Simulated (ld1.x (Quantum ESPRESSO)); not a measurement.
# What the settings do to the TM potential of lead (Pb)

Base potential:

- Element: Pb
- Generator: ld1.x (Quantum ESPRESSO) 7.5
- Type: norm-conserving Troullier–Martins (Kleinman–Bylander form)
- Functional: PBEsol
- Relativity: fully relativistic
- Frozen core: [Xe] 4f14
- Valence charge: 14
- Reference configuration: 5d10 6s2 6p1.5 (charge +0.5)
- Partial waves: 6s (bound): rc 1.90 bohr; 5d (bound): rc 1.25 bohr; 6p (bound): rc 2.55 bohr
- Local potential: the p channel
- Core correction: Bessel-smoothed model core, default radius (core density twice the valence density)

Open shells are filled in proportion to 2j + 1 (rel_dist='average').

Cutoffs, loose and tight: the cutoffs (Ry, on a coarse ladder) from which the occupation-weighted sum of valence levels, in a spherical-Bessel basis at the reference potential, stays within 10 and 1 mRy of its value at 400 Ry. They do not see the model core or the augmentation charge, which bear on the density cutoff. Test errors are all-electron minus pseudo excitation energies from the reference, over the configurations 5d10 6s2 6p2; 5d10 6s2 6p1; 5d10 6s2 6p0; 5d10 6s0 6p0; 5d9 6s2 6p2; 5d10 6s1 6p3; 5d10 6s2 6p2.3. A dash means not determined; rows that change the core or the reference have their own tests.

A true bound ghost makes a file unfit for plane-wave use even where its test errors are small: the radial tests pick states by their node count and pass the ghost by.

```tsv
change	outcome	cutoff, loose	cutoff, tight	bound ghosts	largest test error (meV)
base	generated, misses its reference levels by 1.22 eV	90 Ry	110 Ry	none	-247
wave 6p (bound): rc 2.55 bohr becomes 6p (bound): rc 1.60 bohr	generated, misses its reference levels by 1.47 eV	90 Ry	120 Ry	s	+1490
wave 6p (bound): rc 2.55 bohr becomes 6p (bound): rc 1.86 bohr	generated, misses its reference levels by 1.38 eV	90 Ry	110 Ry	s	+796
wave 6p (bound): rc 2.55 bohr becomes 6p (bound): rc 2.16 bohr	generated, misses its reference levels by 1.24 eV	90 Ry	110 Ry	none	-219
wave 6p (bound): rc 2.55 bohr becomes 6p (bound): rc 2.32 bohr	generated, misses its reference levels by 1.22 eV	90 Ry	110 Ry	none	-243
wave 6p (bound): rc 2.55 bohr becomes 6p (bound): rc 2.60 bohr	generated, misses its reference levels by 1.22 eV	90 Ry	110 Ry	none	-247
wave 6p (bound): rc 2.55 bohr becomes 6p (bound): rc 2.86 bohr	generated, misses its reference levels by 1.22 eV	90 Ry	110 Ry	none	-226
wave 6p (bound): rc 2.55 bohr becomes 6p (bound): rc 3.14 bohr	generated, misses its reference levels by 1.21 eV	90 Ry	110 Ry	none	-181
wave 6p (bound): rc 2.55 bohr becomes 6p (bound): rc 3.28 bohr	generated, misses its reference levels by 1.21 eV	90 Ry	110 Ry	none	-148
wave 6p (bound): rc 2.55 bohr becomes 6p (bound): rc 3.66 bohr	generated, misses its reference levels by 1.20 eV	90 Ry	110 Ry	none	-117
wave 6p (bound): rc 2.55 bohr becomes 6p (bound): rc 3.76 bohr	generated, misses its reference levels by 1.20 eV	90 Ry	110 Ry	none	-142
```

Reading the sweep of the p radius (base included, trends over the rows without a ghost): The loose cutoff stays near 90 Ry. The median size of the test errors (rows with all tests solved) falls from 148.7 meV at 2.16 to 63.6 meV at 3.76 bohr. This runs against the usual rule that a larger radius transfers worse; these runs do not show why. Bound ghosts are found at 1.6, 1.86 bohr.
